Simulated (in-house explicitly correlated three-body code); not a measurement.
Computed with an exponentially correlated three-body code. Model: two electrons around a point charge, non-relativistic, variational in 260 exponentially correlated functions (energies converged to about 1e-7 hartree, or 1e-8 relative for large Z).

Command:
```bash
python run_hyl.py task.json out
```
Settings (lengths in bohr, energies in hartree):
```
Z                      7
screening              2.1
interaction_strength   1
functions              260
states_tried           13
```

Cost of the run: 2.1 min on 1 thread of Arm Neoverse N1, with other jobs on the host.

**Those bound S and P states to n = 4 that converged, binding against the one-electron ion.**

Given: nuclear charge 7; Yukawa screening of all interactions 2.1 1/bohr.

Computed: one-electron threshold -12.6242907 hartree.

```csv
term,energy (hartree),binding (eV)
1 1S,-22.8117451,277.21
```

**Converged states only, values per electron or pair (inverse distances are <exp(-kr)/r>).**

```csv
term,mean r (bohr),mean r squared (bohr²),mean inverse r (1/bohr),mean r12 (bohr),mean inverse r12 (1/bohr),mean cosine,mean p1 dot p2 (bohr⁻²),delta r1 (bohr⁻³),delta r12 (bohr⁻³)
1 1S,0.24392,0.081341,4.6611,0.36159,2.3009,-0.017291,0.6609,88.804,8.6379
```

**Static dipole response.**

```tsv
state	polarisability (bohr³)
1 1S	0.0067567
```
